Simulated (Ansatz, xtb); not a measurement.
Ranking isomers of C6H5NO2

5 gas-phase structures of C6H5NO2, from a drawn sample of its isomers (lower ones may exist). Each was relaxed with GFN2-xTB; where two conformers were screened, the lower at r2SCAN-D4/def2-SVP is listed:

A. `C#CC(=O)N/C=C\C=O`, a singlet
B. `C#CC(=O)N/C=C/C=O`, a singlet
C. `C#C/C(O)=N\C=C/C=O`, a singlet
D. `C#CC(=O)/N=C\C=C\O`, a singlet
E. `C#C/C(O)=N/C=C/C=O`, a singlet

Q: Make a reasoned guess at their ranking by r2SCAN-D4/def2-SVP single-point energy.

A: Calculated order at r2SCAN-D4/def2-SVP: A (0.000), B (0.236), C (0.942), E (1.097), D (1.101) eV. Less than 1 kcal/mol parts E and D, so the order within that pair means little.

Energies above the lowest of each column, in eV; the last columns are at B3LYP/def2-SVP geometries and were run for some of them only (a dash: not run or not comparable):

```tsv
structure	GFN2-xTB	HF/STO-3G	r2SCAN-D4/def2-SVP	B3LYP/def2-SVP	CCSD(T)/def2-SVP + ΔMP2/def2-TZVPP
A	0.000	0.000	0.000	0.000	0.000
B	0.184	0.107	0.236	0.214	0.168
C	0.639	0.659	0.942	0.888	0.709
E	0.584	0.999	1.097	–	–
D	0.500	1.007	1.101	–	–
```

Every level run on A puts it lowest or level with the lowest. Some further structures that were screened fall inside this span and aren't listed. Flexible structures stand in one conformer each, not always the lowest. C keeps a small imaginary mode. Frequencies (GFN2-xTB) were run for A, B, C alone. ΔMP2 is the change of the MP2 energy from the smaller to the larger basis.

Over these structures GFN2-xTB departs from r2SCAN-D4/def2-SVP by 0.215 eV on average once a common shift is removed. A GFN2-xTB relaxation took about 0.36 s and the r2SCAN-D4/def2-SVP energy about 6.6 s on a shared host (Ansatz 0.2.0, xtb 6.7.1).
